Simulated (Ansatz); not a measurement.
`BOB1CO1` + H₂Se → `B[SeH]` + `OB1CO1` at 700 K and 1 bar (ligand exchange at a B–O bond).

Isolated molecules relaxed with PBE0-D4/def2-TZVP in Ansatz; ΔE leaves out vibrations. CCSD(T)/CBS adds triple-zeta CCSD(T) − MP2 to the extrapolated MP2 energy (def2 sets, frozen cores). For Se outer-core shells are correlated without core-valence functions, which leaves a few kJ/mol of doubt a bond. Scalar relativity is left out up to krypton. One conformer a species, not always the lowest.

```tsv
species	CCSD(T)/CBS energy (Eh)	H − E (kJ/mol)	S (J/(mol·K))
`BOB1CO1`	-240.45540	223.0	418.0
H₂Se	-2401.89790	61.1	251.1
`B[SeH]`	-2427.30556	113.4	312.4
`OB1CO1`	-215.03899	177.9	344.7
```

H − E and S are ideal-gas, rigid-rotor, harmonic terms from PBE0-D4/def2-TZVP, for one conformer and one mirror image of each species. 1 Eh = 2625.50 kJ/mol, R = 8.31446 J/(mol·K).

By hand: ΔE, ΔH, ΔS and ΔG.

ΔE = (-2427.30556) + (-215.03899) − (-240.45540) − (-2401.89790) = 0.00875 Eh = 23.0 kJ/mol. Δ(H − E) = 113.4 + 177.9 − 223.0 − 61.1 = 7.2, so ΔH = 30.2 kJ/mol. ΔS = 312.4 + 344.7 − 418.0 − 251.1 = -12.0 J/(mol·K). ΔG = 30.2 − 700 × (-12.0)/1000 = 38.6 kJ/mol.

By hand: the equilibrium constant, and the temperature at which ΔG would vanish if ΔH and ΔS stayed fixed.

log₁₀ K = −ΔG/(RT ln 10) = -2.9. ΔH and −TΔS have one sign here, so there is no such temperature.

The number of gas molecules stays the same, so ΔS is small and ΔH decides. A doubt of 5 kJ/mol in ΔE shifts log₁₀ K by 0.4 here. Other conformers and mirror images would add mixing entropy, several J/(mol·K) or more a flexible species. Modes under 60 cm⁻¹, often nearly free rotors, make the harmonic entropy too high. These are equilibria of isolated gas molecules and say nothing of rates. Largest T1 diagnostic: 0.015 (customary marks: 0.02 for closed shells, 0.045 for open ones).

ΔS is within the doubt of such terms, so its sign, and with it that verdict, could turn.
